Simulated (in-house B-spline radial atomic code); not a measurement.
The numbers below are computed, except where a source is named.
# Building a PAW p channel for Hf, r_c = 1.52 bohr

Hf, [Xe] 4f14 5d2 6s2, non-relativistic LDA (VWN5) (a model for so heavy an element), spherical and spin-unpolarised, from an all-electron radial atomic-structure program (B-spline basis) (atomic units; all potentials screened as in the neutral atom).

Two all-electron partial waves φ1, φ2 are integrated outwards at E1 = ε(5p) = -1.246439 and E2 = E1 + 2 hartree; φ1 is the bound orbital and φ2 has unit norm inside r_c = 1.5171 bohr. Smooth partners are polynomials, r^2(a0 + a1 r² + a2 r⁴ + a3 r⁶), matched to φ and three derivatives at r_c, with no condition on the norm. The local potential is -16.8431 + (17.6616) r² + (-7.79744) r⁴ + (1.27518) r⁶ inside 1.2421 bohr and the all-electron one outside.

```
wave     φ(r_c)     φ'(r_c)        a0         a1         a2           a3
   1  0.8589985  -0.6264898  1.822308  -1.153464  0.2910913  -0.02758307
   2  0.1158913   -3.566351  3.709335  -3.074971  0.8312164  -0.08078347
```

Inside r_c the overlaps are <φi φj> = [[0.64899, 0.74772], [0.74772, 1.00000]] and, for the smooth waves, [[0.73532, 0.90064], [0.90064, 1.27410]]. With χj = (Ej − T − V_local) applied to smooth wave j, the program's quadrature gives the matrix B_ij = <smooth i, χj> as [[1.43263, 2.74569], [2.43985, 4.76267]].

Question: Check the match of the first wave, and find the augmentation charges q_ij.

Answer: At r_c the four terms are 4.19421, -6.11028, 3.54907, -0.77403, which sum to 0.8590, φ1(r_c) to rounding. q_ij is the all-electron overlap less the smooth one: [[-0.08633, -0.15292], [-0.15292, -0.27410]]. The smooth first wave has a norm of 0.7353 inside r_c against 0.6490, so q11 is negative and must stay small enough for the overlap operator to be positive.

Question: B isn't symmetric. Show that D_ij = B_ij + Ej q_ij is.

Answer: Integrating by parts gives B12 − B21 = (E1 − E2) q12: 2.74569 − (2.43985) = 0.30584, and −2 × (-0.15292) = 0.30584. So D12 = 2.74569 + (0.753561)(-0.15292) = 2.63045 and D21 = 2.43985 + (-1.246439)(-0.15292) = 2.63046; D11 = 1.54024, D22 = 4.55612. The projectors, p = (B⁻¹)ᵀ χ, are dual to the smooth waves; det B = 0.12.

Solving (T + V_local + Σ p D p) ψ = E (1 + Σ p q p) ψ in a sphere of 9 bohr gives these levels:

```
all-electron  one projector  two projectors
   -1.246440      -1.246440       -1.246440
   -0.047161      -0.048678       -0.047163
    0.212271       0.209111        0.212269
    0.627740       0.619132        0.627740
    1.200550       1.178500        1.200540
```

Question: What does the second projector gain?

Answer: With one projector the errors are 0.00, -1.52, -3.16, -8.61, -22.05 millihartree. With two the errors are 0.00, 0.00, 0.00, 0.00, -0.01 millihartree. The scattering is exact at E1 and at E2 = 0.754, and over all levels compared the largest error is 0.01 millihartree. The lowest eigenvalue of the overlap operator is 0.7062 with one and 0.5582 with two projectors. The smooth orbital alone needs a cutoff of 11.1 hartree for 1 millihartree of kinetic energy, against 32 for a norm-conserving Troullier-Martins orbital of the same radius; part of the gain comes from giving up the norm, part from the simpler form.
